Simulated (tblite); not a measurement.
A geometry optimisation, step by step.

Species: C7H13BrSi.
Atom-mapped SMILES: `[CH3:1][C:2]#[C:3][SiH2:4][C:5]([CH3:6])([CH3:7])[CH2:8][Br:9]` (hydrogens: H10, H11, H12 on C1; H13, H14 on Si4; H15, H16, H17 on C6; H18, H19, H20 on C7; H21, H22 on C8)

Computed with GFN2-xTB (tblite), gas phase: L-BFGS steps from a force-field or distance-geometry start until the largest atomic force falls under 0.01 eV/Å. 9 of its 82 geometries are shown.

Step 0: E = -744.6697 eV, largest atomic force 1.714 eV/Å
```
atom  x, y, z in Å  |  force x, y, z in eV/Å
C1      3.985   -0.278   -1.506   -0.671  -0.006   0.090
C2      2.723   -0.616   -0.835    1.506   0.345  -0.714
C3      1.712   -0.909   -0.263   -1.513  -0.341   0.729
Si4     0.095   -1.329    0.592   -0.311   0.684  -0.109
C5     -1.250    0.172    0.310    0.852  -0.624  -0.129
C6     -0.675    1.463    0.923    0.048   0.057   0.279
C7     -2.556   -0.218    1.024    0.138   0.012   0.149
C8     -1.434    0.298   -1.221    0.001  -0.345   0.792
Br9    -2.718    1.667   -1.740   -0.203   0.247   0.003
H10     3.835    0.596   -2.147   -0.016  -0.097   0.082
H11     4.322   -1.108   -2.127   -0.076  -0.020   0.069
H12     4.758   -0.043   -0.778   -0.037  -0.031   0.108
H13    -0.513   -2.567    0.043    0.185   0.256   0.020
H14     0.289   -1.483    2.063   -0.002   0.116  -0.451
H15    -1.389    2.299    0.880    0.095  -0.316  -0.105
H16    -0.421    1.320    1.995   -0.195  -0.042  -0.668
H17     0.244    1.788    0.413   -0.284  -0.214   0.076
H18    -2.380   -0.430    2.091    0.093   0.142  -0.387
H19    -3.304    0.581    0.984    0.173  -0.058  -0.147
H20    -2.996   -1.120    0.596    0.065   0.108  -0.088
H21    -1.825   -0.628   -1.661    0.090   0.136   0.207
H22    -0.513    0.566   -1.737    0.060  -0.010   0.193
```

Step 10: E = -744.8618 eV, largest atomic force 0.152 eV/Å
```
atom  x, y, z in Å  |  force x, y, z in eV/Å
C1      3.948   -0.284   -1.490   -0.029  -0.002   0.015
C2      2.709   -0.615   -0.824    0.010   0.033  -0.028
C3      1.665   -0.872   -0.279   -0.131   0.017   0.037
Si4     0.078   -1.277    0.572    0.017  -0.087   0.028
C5     -1.209    0.142    0.316    0.009  -0.016   0.047
C6     -0.669    1.441    0.915   -0.021  -0.053  -0.048
C7     -2.519   -0.226    1.014    0.053   0.018  -0.046
C8     -1.426    0.288   -1.174    0.099  -0.078   0.085
Br9    -2.720    1.679   -1.682   -0.018   0.037   0.036
H10     3.800    0.586   -2.128    0.014   0.014  -0.013
H11     4.281   -1.121   -2.104   -0.014  -0.010   0.015
H12     4.719   -0.056   -0.754   -0.012  -0.009   0.004
H13    -0.483   -2.515    0.018    0.006  -0.007  -0.061
H14     0.296   -1.433    2.011    0.023   0.051   0.020
H15    -1.413    2.236    0.832    0.048   0.009   0.003
H16    -0.436    1.299    1.969   -0.006   0.058  -0.038
H17     0.237    1.756    0.398   -0.011   0.010   0.038
H18    -2.347   -0.417    2.073   -0.044   0.008  -0.051
H19    -3.236    0.593    0.927    0.000  -0.044   0.015
H20    -2.966   -1.116    0.568    0.026   0.023   0.042
H21    -1.821   -0.633   -1.604    0.021   0.043  -0.047
H22    -0.498    0.565   -1.676   -0.039  -0.015  -0.053
```

Step 20: E = -744.8702 eV, largest atomic force 0.071 eV/Å
```
atom  x, y, z in Å  |  force x, y, z in eV/Å
C1      3.932   -0.281   -1.486   -0.019   0.001   0.005
C2      2.687   -0.600   -0.826    0.016   0.021  -0.022
C3      1.642   -0.858   -0.281   -0.019   0.002   0.010
Si4     0.072   -1.290    0.580    0.049  -0.051   0.000
C5     -1.200    0.135    0.320   -0.022  -0.006  -0.002
C6     -0.662    1.437    0.910   -0.008  -0.002  -0.006
C7     -2.513   -0.230    1.010   -0.010   0.009  -0.003
C8     -1.414    0.281   -1.170   -0.003   0.002   0.014
Br9    -2.712    1.685   -1.651    0.002   0.010  -0.014
H10     3.803    0.588   -2.131    0.000  -0.004   0.004
H11     4.259   -1.126   -2.092   -0.011   0.003   0.006
H12     4.700   -0.061   -0.744   -0.010   0.000   0.001
H13    -0.475   -2.521   -0.006    0.009   0.017   0.027
H14     0.309   -1.417    2.021   -0.009  -0.013  -0.014
H15    -1.401    2.233    0.815    0.011   0.018  -0.008
H16    -0.436    1.316    1.968   -0.005  -0.005  -0.013
H17     0.248    1.752    0.401    0.009  -0.020   0.003
H18    -2.354   -0.413    2.072    0.000   0.006  -0.030
H19    -3.233    0.584    0.916   -0.004  -0.012  -0.002
H20    -2.955   -1.124    0.571    0.024   0.007   0.016
H21    -1.815   -0.630   -1.615   -0.001   0.013   0.015
H22    -0.495    0.560   -1.686    0.001   0.006   0.015
```

Step 30: E = -744.8720 eV, largest atomic force 0.020 eV/Å
```
atom  x, y, z in Å  |  force x, y, z in eV/Å
C1      3.923   -0.275   -1.487   -0.003  -0.002   0.004
C2      2.673   -0.583   -0.832   -0.001  -0.004   0.005
C3      1.634   -0.850   -0.281    0.007   0.003  -0.005
Si4     0.071   -1.295    0.585    0.012  -0.003  -0.005
C5     -1.200    0.133    0.322    0.008  -0.010  -0.002
C6     -0.655    1.434    0.907    0.001  -0.003   0.004
C7     -2.514   -0.232    1.009   -0.003   0.004   0.002
C8     -1.411    0.284   -1.168   -0.005   0.002  -0.008
Br9    -2.703    1.695   -1.653    0.002   0.004   0.001
H10     3.808    0.594   -2.136   -0.011  -0.007   0.008
H11     4.244   -1.126   -2.086   -0.001   0.010  -0.005
H12     4.687   -0.060   -0.740   -0.001   0.007  -0.006
H13    -0.469   -2.531    0.006   -0.006   0.008   0.004
H14     0.309   -1.430    2.025   -0.007   0.006  -0.009
H15    -1.381    2.240    0.797    0.000   0.000  -0.006
H16    -0.442    1.318    1.968    0.005   0.002   0.005
H17     0.264    1.730    0.402    0.009  -0.007   0.017
H18    -2.356   -0.403    2.072   -0.006   0.001   0.004
H19    -3.242    0.573    0.904   -0.008   0.007  -0.007
H20    -2.943   -1.135    0.576   -0.001  -0.003   0.011
H21    -1.817   -0.623   -1.615    0.006  -0.007  -0.006
H22    -0.491    0.563   -1.678    0.004  -0.012  -0.004
```

Step 40: E = -744.8731 eV, largest atomic force 0.025 eV/Å
```
atom  x, y, z in Å  |  force x, y, z in eV/Å
C1      3.916   -0.265   -1.490   -0.010  -0.004   0.008
C2      2.671   -0.582   -0.830   -0.023  -0.002   0.005
C3      1.630   -0.848   -0.282    0.012  -0.018   0.003
Si4     0.069   -1.299    0.585    0.003  -0.001   0.007
C5     -1.201    0.129    0.322    0.020  -0.006  -0.006
C6     -0.646    1.425    0.909   -0.006  -0.001   0.005
C7     -2.517   -0.230    1.008    0.007   0.008   0.003
C8     -1.407    0.280   -1.168    0.000   0.002  -0.017
Br9    -2.685    1.700   -1.656   -0.015   0.019  -0.008
H10     3.789    0.604   -2.136    0.007  -0.013   0.007
H11     4.239   -1.114   -2.092    0.001   0.020  -0.005
H12     4.683   -0.048   -0.746   -0.006   0.009  -0.013
H13    -0.479   -2.535    0.014    0.004  -0.008  -0.012
H14     0.302   -1.430    2.025    0.010  -0.002   0.009
H15    -1.356    2.242    0.778    0.001   0.009  -0.004
H16    -0.457    1.315    1.975   -0.001  -0.005   0.007
H17     0.290    1.702    0.424   -0.015  -0.005   0.003
H18    -2.365   -0.378    2.075    0.006  -0.003   0.017
H19    -3.249    0.569    0.884   -0.008   0.014  -0.014
H20    -2.939   -1.145    0.594    0.003   0.006  -0.007
H21    -1.817   -0.623   -1.618   -0.004  -0.018   0.008
H22    -0.483    0.552   -1.677    0.015  -0.002   0.004
```

Step 51: E = -744.8740 eV, largest atomic force 0.017 eV/Å
```
atom  x, y, z in Å  |  force x, y, z in eV/Å
C1      3.904   -0.255   -1.492   -0.004   0.000   0.001
C2      2.665   -0.586   -0.828   -0.002   0.002  -0.005
C3      1.630   -0.867   -0.275    0.006   0.007  -0.006
Si4     0.067   -1.310    0.591    0.000   0.016  -0.006
C5     -1.197    0.126    0.323    0.006   0.005  -0.006
C6     -0.639    1.419    0.913   -0.001  -0.005  -0.003
C7     -2.517   -0.223    1.006    0.009   0.002  -0.004
C8     -1.401    0.276   -1.168    0.007  -0.001  -0.004
Br9    -2.668    1.705   -1.665    0.006  -0.004   0.006
H10     3.767    0.616   -2.135   -0.007  -0.005   0.009
H11     4.233   -1.097   -2.102   -0.001   0.009   0.006
H12     4.672   -0.032   -0.752   -0.007  -0.001  -0.009
H13    -0.481   -2.541    0.012   -0.007  -0.014   0.001
H14     0.303   -1.435    2.031   -0.003  -0.010   0.011
H15    -1.337    2.244    0.764    0.009  -0.003   0.000
H16    -0.473    1.311    1.983    0.003   0.003  -0.004
H17     0.309    1.681    0.445   -0.010   0.007   0.000
H18    -2.372   -0.353    2.076   -0.004  -0.002   0.003
H19    -3.248    0.574    0.861   -0.003  -0.004   0.003
H20    -2.936   -1.145    0.604   -0.009   0.007  -0.003
H21    -1.818   -0.626   -1.614    0.002  -0.003   0.005
H22    -0.474    0.538   -1.677    0.009  -0.003   0.004
```

Step 61: E = -744.8746 eV, largest atomic force 0.014 eV/Å
```
atom  x, y, z in Å  |  force x, y, z in eV/Å
C1      3.889   -0.244   -1.496   -0.005   0.004   0.000
C2      2.655   -0.591   -0.829    0.008   0.005   0.003
C3      1.625   -0.875   -0.269    0.003  -0.005  -0.001
Si4     0.064   -1.320    0.599    0.001   0.009  -0.003
C5     -1.190    0.123    0.325   -0.008   0.002  -0.004
C6     -0.632    1.417    0.914   -0.001  -0.008   0.000
C7     -2.517   -0.215    1.002    0.004   0.000   0.001
C8     -1.387    0.268   -1.167    0.002  -0.006  -0.003
Br9    -2.643    1.705   -1.671    0.008  -0.002  -0.008
H10     3.739    0.628   -2.132    0.002  -0.001  -0.001
H11     4.227   -1.078   -2.112   -0.012   0.004   0.006
H12     4.657   -0.016   -0.757   -0.006   0.000  -0.004
H13    -0.486   -2.552    0.021   -0.008   0.002  -0.004
H14     0.296   -1.458    2.038   -0.001   0.007   0.009
H15    -1.327    2.243    0.756    0.007  -0.007   0.008
H16    -0.473    1.312    1.985    0.007   0.006  -0.002
H17     0.320    1.679    0.452   -0.006  -0.011  -0.003
H18    -2.378   -0.343    2.074   -0.006  -0.003  -0.002
H19    -3.242    0.586    0.850    0.006  -0.006   0.009
H20    -2.940   -1.136    0.600    0.003   0.008   0.000
H21    -1.810   -0.633   -1.608   -0.001  -0.003  -0.006
H22    -0.457    0.520   -1.675    0.003   0.005   0.006
```

Step 71: E = -744.8755 eV, largest atomic force 0.015 eV/Å
```
atom  x, y, z in Å  |  force x, y, z in eV/Å
C1      3.862   -0.223   -1.500   -0.007   0.002  -0.001
C2      2.639   -0.585   -0.824    0.010  -0.008   0.006
C3      1.619   -0.894   -0.258   -0.001   0.008   0.008
Si4     0.057   -1.334    0.613   -0.002   0.000  -0.003
C5     -1.184    0.117    0.330   -0.011   0.007  -0.003
C6     -0.618    1.409    0.914    0.003   0.000  -0.001
C7     -2.518   -0.207    0.998   -0.003   0.003  -0.004
C8     -1.364    0.255   -1.165    0.002  -0.003  -0.001
Br9    -2.596    1.702   -1.694   -0.003   0.003   0.001
H10     3.697    0.650   -2.131    0.002  -0.001  -0.003
H11     4.202   -1.052   -2.122   -0.003   0.006   0.004
H12     4.635    0.010   -0.768   -0.008  -0.004  -0.004
H13    -0.505   -2.558    0.030    0.003  -0.009   0.002
H14     0.283   -1.473    2.053    0.004   0.005   0.003
H15    -1.308    2.239    0.753    0.005  -0.005   0.002
H16    -0.459    1.310    1.986    0.005  -0.007  -0.007
H17     0.334    1.660    0.449    0.003   0.003   0.006
H18    -2.389   -0.338    2.071    0.000  -0.004  -0.014
H19    -3.232    0.603    0.844    0.003  -0.003   0.001
H20    -2.949   -1.121    0.591    0.000   0.004   0.007
H21    -1.791   -0.644   -1.608   -0.003  -0.002   0.002
H22    -0.424    0.494   -1.662    0.001   0.004  -0.001
```

Step 81: E = -744.8757 eV, largest atomic force 0.008 eV/Å
```
atom  x, y, z in Å  |  force x, y, z in eV/Å
C1      3.851   -0.217   -1.501   -0.003   0.004  -0.002
C2      2.633   -0.586   -0.818    0.004  -0.001   0.000
C3      1.617   -0.896   -0.247   -0.002  -0.004  -0.005
Si4     0.054   -1.340    0.618    0.003  -0.003   0.004
C5     -1.182    0.114    0.328   -0.004   0.005   0.002
C6     -0.611    1.404    0.914    0.001   0.003   0.002
C7     -2.519   -0.203    0.994   -0.001   0.001   0.000
C8     -1.358    0.252   -1.167    0.001   0.002   0.001
Br9    -2.582    1.702   -1.702   -0.005   0.002   0.004
H10     3.678    0.656   -2.130    0.000   0.005  -0.001
H11     4.191   -1.041   -2.127    0.002   0.000   0.007
H12     4.626    0.020   -0.772    0.002  -0.004  -0.005
H13    -0.506   -2.567    0.038    0.005   0.003   0.005
H14     0.281   -1.471    2.059   -0.005   0.001   0.004
H15    -1.297    2.237    0.756    0.001  -0.005  -0.002
H16    -0.451    1.301    1.985    0.001  -0.003  -0.002
H17     0.342    1.653    0.449   -0.003  -0.005   0.000
H18    -2.390   -0.337    2.066   -0.005  -0.003  -0.006
H19    -3.230    0.610    0.841    0.007  -0.001  -0.002
H20    -2.955   -1.114    0.585    0.001   0.003   0.003
H21    -1.786   -0.647   -1.610    0.000   0.003  -0.002
H22    -0.415    0.487   -1.661    0.001  -0.002  -0.004
```

Task: Summarise the path.

Result: The energy falls by 19.88 kJ/mol from step 0 to step 81; nine tenths of that is first reached at step 8. It rises by more than 0.2 meV at step 1. The largest force goes from 1.714 to 0.008 eV/Å. Among the bonds Si4–C5 changes most, from 2.035 to 1.930 Å; the atoms move by 0.114 Å rms after alignment.

The cost below is that of the whole relaxation. The run took 1.4 s of wall time on Arm Neoverse N1, one thread (shared host).
